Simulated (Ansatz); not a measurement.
Basis-set extrapolation for CH6OSSi2, SMILES `O[Si]1(S)C[SiH2]1` (PBE0-D4/def2-TZVP geometry, frozen core, the Gaussian-basis code of Ansatz). Multiplicity 1, RHF reference.

|  | def2-TZVPP | def2-QZVPP |
| --- | --- | --- |
| HF | -1091.743516 | -1091.778015 |
| MP2 correlation | -0.827230 | -0.891952 |
| CCSD(T) correlation | -0.917738 | not run |

Energies in hartree. Use E(X) = E(∞) + A·exp(−7.88·√X) for Hartree–Fock and E(X) = E(∞) + B·X^(−2.97) for correlation, with X = 3 and 4, and add CCSD(T) minus MP2 of the smaller set to the MP2 limit.

Q: What is the CCSD(T) energy at the basis-set limit?

A: HF limit: -1091.778015 + (-0.034499) × 0.13774 = -1091.78277. MP2 limit: -0.891952 + (-0.064722) × 0.74074 = -0.93989. Higher-order term: -0.917738 − (-0.827230) = -0.09051. Total: -1092.81317 hartree, 398.9 kJ/mol below CCSD(T)/def2-TZVPP.
